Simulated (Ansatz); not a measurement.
Two members of one family (Zr oxide hydroxide), computed with Ansatz in the gas phase; def2 core potentials for Zr, no spin–orbit coupling. The two geometries come from different levels. Binding counts from free atoms in the multiplicity of their measured ground term, without zero-point energy. Sets without diffuse functions give affinities that are too small. A dash marks a value that wasn't run or was left out as unsound. The structures are stationary points that may keep the symmetry of their start. Remarks come from the PBE and PBE0 runs and from stability tests at other levels; not every state was tested. A HOMO above zero means that the electron is unbound at that level and held by the basis, or that self-interaction error raises the level; the energy of removing that electron tells which.

First: Zr3O7H2 (with an O–O bond) (singlet, charge 0, PBE0-D4/def2-SVP geometry).

Cartesian coordinates in Å:
```
Zr -1.775 0.758 0.808
Zr 0.500 -0.119 -1.222
Zr 0.671 -0.967 1.702
O -2.832 1.980 1.482
O 0.495 0.749 0.652
O -1.292 1.003 -1.321
O 1.728 0.244 -2.659
O -1.569 -0.436 -1.138
O -1.172 -0.745 2.091
O 0.950 -1.681 -0.110
H 2.340 0.358 -3.387
H 1.955 -1.144 3.100
```

```
              level  HOMO (eV)  LUMO (eV)  gap (eV)  vertical EA (eV)  binding per atom (eV)
    PBE-D4/def2-SVP      -6.40      -2.88      3.52              0.84                      –
   PBE-D4/def2-TZVP      -6.44      -2.96      3.48                 –                      –
r2SCAN-D4/def2-TZVP      -6.75      -2.71      4.03                 –                      –
   PBE0-D4/def2-SVP      -7.84      -2.07      5.76              0.67                   5.35
  PBE0-D4/def2-TZVP      -7.85      -2.13      5.71                 –                   5.26
```

Remarks: HOMO above zero (-1 doublet).

Second: Zr4O10H4 (with 3 O–O bonds) (singlet, charge 0, PBE-D4/def2-SVP geometry).

Cartesian coordinates in Å:
```
Zr 1.209 -1.095 -0.230
Zr 0.985 0.934 2.501
Zr -1.241 -0.301 -2.337
Zr -1.607 0.380 0.584
O -1.844 0.374 -4.053
O -1.179 1.114 2.634
O -0.118 -1.999 -1.723
O -0.448 0.898 -0.964
O 2.367 -0.352 1.496
O 1.939 0.748 0.560
O 0.853 -1.045 -2.373
O -2.642 -0.436 -0.924
O -0.632 2.016 1.565
O -0.334 -1.024 1.017
H -2.180 0.701 -4.899
H 1.879 2.191 3.559
H 2.273 -2.614 -0.071
H 0.720 -0.492 3.657
```

Question: Estimate the same table for the second.

Answer: 
| level | HOMO (eV) | LUMO (eV) | gap (eV) | vertical EA (eV) | binding per atom (eV) |
| --- | --- | --- | --- | --- | --- |
| PBE-D4/def2-SVP | -6.22 | -3.12 | 3.10 | 1.24 | – |
| PBE-D4/def2-TZVP | -6.26 | -3.11 | 3.15 | – | – |
| r2SCAN-D4/def2-TZVP | -6.57 | -2.89 | 3.69 | – | – |
| PBE0-D4/def2-SVP | -7.54 | -2.35 | 5.19 | 1.13 | 4.86 |
| PBE0-D4/def2-TZVP | -7.56 | -2.31 | 5.25 | – | 4.78 |

Remarks: HOMO above zero (-1 doublet).
